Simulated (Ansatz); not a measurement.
Consider the formal exchange of groups at the Si–S bond: `N[SiH2][S][AlH2]` + `C=N` → `N=C[SiH2]N` + `[AlH2][SH]`.

Calculated with Ansatz (gas phase, PBE0-D4/def2-TZVP geometries, no zero-point term in ΔE). CCSD(T)/CBS adds triple-zeta CCSD(T) − MP2 to the extrapolated MP2 energy (def2 sets, frozen cores). This one scheme is used for every species. DFT in def2-TZVPP. B3LYP here is the variant with VWN-RPA as its local correlation; programs differ in this. HSE06 is defined as in plane-wave codes. Each species was taken in one conformer, which may not be the lowest.

Q: Is it downhill or uphill in electronic energy at CCSD(T)/CBS, and by how much? (An estimate is asked.)

A: Computed: Uphill: ΔE = +82.7 kJ/mol.

Q: What do these levels give: LDA (SPW92), B3LYP-D4, HSE06-D4, BHLYP-D4, PBE-QIDH, r2SCAN, BHLYP, CAM-B3LYP, CCSD/def2-TZVPP, CCSD(T)/def2-TZVPP, MP2/def2-QZVPP, HF/CBS(def2)? (Best estimate.)

A: Computed: LDA (SPW92) 78.3, B3LYP-D4 79.5, HSE06-D4 84.4, BHLYP-D4 83.5, PBE-QIDH 85.4, r2SCAN 82.5, BHLYP 77.0, CAM-B3LYP 73.2, CCSD/def2-TZVPP 78.2, CCSD(T)/def2-TZVPP 79.6, MP2/def2-QZVPP 87.8, HF/CBS(def2) 77.4 kJ/mol.

Largest T1 diagnostic among the species: 0.012.

From BLYP to BHLYP (50 % exact exchange), in def2-TZVPP and without D4, ΔE moves by +6.7 kJ/mol. Leaving LDA and LC-ωPBE aside and taking each functional with its dispersion term where it has one, the values, not all of them listed here, spread over 8.8 kJ/mol, from CAM-B3LYP-D4 to PBE-QIDH.
